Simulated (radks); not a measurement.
Nd XXIV, 37 electrons, occupied as [Kr] 4d1.

Calculated with a radial shooting solver on a logarithmic mesh with Libxc functionals: Dirac Kohn-Sham, LB94 model potential, spin-unpolarised, spherical densities, finite nucleus; open shells fill j = l - 1/2 first; Fermi nuclear charge, rms radius 4.9123 fm.

Energy parts (hartree):
kinetic: 10177.0522
electron-nucleus: -22034.7888
Hartree: 2658.3636
(The LB94 potential has no energy functional, so no total or exchange-correlation energy is given.)

Orbitals (lengths in bohr, moments of r in powers of bohr; r(90%) holds 90 % of the orbital's charge):
orbital  occ.  eigenvalue (hartree)  <1/r>      <r^2>      <r^4>  r(90%)  small-component weight
1s1/2       2             -1625.683  66.10  0.0007578  1.517e-06  0.0426                4.96e-02
2s1/2       2             -285.0585  15.66    0.01190  0.0002447   0.156                1.09e-02
2p1/2       2             -271.4010  15.67   0.008688  0.0001527   0.138                1.09e-02
2p3/2       4             -252.0897  14.07   0.009932  0.0001935   0.147                1.02e-02
3s1/2       2             -81.34991  5.702    0.07955   0.009510   0.387                3.40e-03
3p1/2       2             -75.47853  5.630    0.07437   0.008702   0.379                3.35e-03
3p3/2       4             -71.57337  5.232    0.08136    0.01033   0.396                3.16e-03
3d3/2       4             -61.38917  5.116    0.06533   0.007554   0.368                3.06e-03
3d5/2       6             -60.53188  5.015    0.06729   0.007967   0.372                3.00e-03
4s1/2       2             -33.54030  2.578     0.3552     0.1768   0.798                1.26e-03
4p1/2       2             -31.22007  2.509     0.3630     0.1878   0.813                1.22e-03
4p3/2       4             -30.15572  2.379     0.3889     0.2145   0.840                1.16e-03
4d3/2       1             -26.29997  2.254     0.3983     0.2343   0.863                1.07e-03
4d5/2       0             -26.07886  2.223     0.4060     0.2430   0.871                1.05e-03

The highest occupied level is 4d3/2 at -715.66 eV. The density falls to 0.001 e/bohr^3 at r = 1.44 bohr. The electron density at the nucleus is 4.539e+05 e/bohr^3.
